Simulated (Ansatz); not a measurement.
Ansatz results at the PBE0-D4/def2-TZVP geometry: HOMO–LUMO gap (B3LYP/def2-TZVPP) 3.20 eV; LUMO energy (PBE0/def2-TZVPP) -2.91 eV; size of the dipole moment (ωB97M-V/def2-TZVPP) 1.64 D.

Each molecule was computed in one conformer, which needn't be the lowest.

(1) Which molecule gave them?
A. `FC1C=N[SiH2]1`
B. `BBCl`
C. `S=C[SiH2][SeH]`
D. `B[NH][AlH][O]C`

Answers

(1) C. The others give `FC1C=N[SiH2]1`: 6.01, -1.15, 1.33; `BBCl`: 5.58, -2.10, 0.77; `B[NH][AlH][O]C`: 7.07, -0.41, 2.08.

B3LYP here is the variant with VWN-RPA as its local correlation; programs differ in this.
